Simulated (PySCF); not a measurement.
BrH2InO2. Atoms are numbered in the order given.

```xyz
6

In    -0.0021    -0.6714     0.0000
Br    -0.0178     1.8141     0.0000
O     -1.7353    -1.6575     0.0000
H     -1.5780    -2.6139     0.0000
O      1.7131    -1.7016     0.0000
H      2.4806    -1.1109     0.0000
```
Charge 0, spin multiplicity 1.

The structure is a stationary point at B3LYP-D3(BJ)/def2-SVP. The def2 effective core potentials stand for the cores of In; spin–orbit coupling is left out. The values are those of a single conformer.

Computed with HF/def2-TZVP (PySCF).

Symmetry labels are those of the subgroup Cs that the program uses (full group Cs).

Computed valence orbital energies around the gap with their symmetry:
| orbital | symmetry | energy (eV) |
|---|---|---|
| HOMO−7 | A' | -17.34 |
| HOMO−6 | A' | -14.97 |
| HOMO−5 | A" | -13.68 |
| HOMO−4 | A' | -13.47 |
| HOMO−3 | A" | -13.27 |
| HOMO−2 | A' | -12.57 |
| HOMO−1 | A" | -11.69 |
| HOMO | A' | -11.59 |
| LUMO | A' | 0.80 |
| LUMO+1 | A" | 1.23 |
| LUMO+2 | A' | 2.16 |
| LUMO+3 | A' | 2.52 |
